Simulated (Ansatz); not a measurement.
`[SeH][SiH2]Br` + CH₃OH → `CO[SiH2][SeH]` + HBr at 400 K and 1 bar (ligand exchange at the Si–Br bond).

Gas-phase electronic energies from Ansatz, PBE0-D4/def2-TZVP geometries. CCSD(T)/CBS is the MP2 limit (def2-TZVPP, def2-QZVPP) plus CCSD(T) − MP2 in def2-TZVPP, frozen cores. This one scheme is used for every species. For Br, Se outer-core shells are correlated without core-valence functions, which leaves a few kJ/mol of doubt a bond. Scalar relativity is left out up to krypton. One conformer a species, not always the lowest.

| species | CCSD(T)/CBS energy (Eh) | H − E (kJ/mol) | S (J/(mol·K)) |
| --- | --- | --- | --- |
| `[SeH][SiH2]Br` | -5264.97418 | 94.9 | 354.9 |
| CH₃OH | -115.61712 | 151.2 | 252.6 |
| `CO[SiH2][SeH]` | -2806.67109 | 210.6 | 392.7 |
| HBr | -2573.91920 | 27.6 | 207.2 |

H − E and S are ideal-gas, rigid-rotor, harmonic terms from PBE0-D4/def2-TZVP, for one conformer and one mirror image of each species. 1 Eh = 2625.50 kJ/mol, R = 8.31446 J/(mol·K).

Question: By hand: ΔE, ΔH, ΔS and ΔG.

Answer: ΔE = (-2806.67109) + (-2573.91920) − (-5264.97418) − (-115.61712) = 0.00101 Eh = 2.7 kJ/mol. Δ(H − E) = 210.6 + 27.6 − 94.9 − 151.2 = -7.9, so ΔH = -5.2 kJ/mol. ΔS = 392.7 + 207.2 − 354.9 − 252.6 = -7.6 J/(mol·K). ΔG = -5.2 − 400 × (-7.6)/1000 = -2.2 kJ/mol.

Question: By hand: the equilibrium constant, and the temperature at which ΔG would vanish if ΔH and ΔS stayed fixed.

Answer: log₁₀ K = −ΔG/(RT ln 10) = 0.3. ΔG = 0 at ΔH/ΔS = 684 K, though so small a ΔH makes that figure unsure.

TΔS isn't small against ΔH here. The sign of ΔG lies within the doubt. A doubt of 5 kJ/mol in ΔE shifts log₁₀ K by 0.7 here. Other conformers and mirror images would add mixing entropy, several J/(mol·K) or more a flexible species. Modes under 60 cm⁻¹, often nearly free rotors, make the harmonic entropy too high. These are equilibria of isolated gas molecules and say nothing of rates. Largest T1 diagnostic: 0.010 (customary marks: 0.02 for closed shells, 0.045 for open ones).
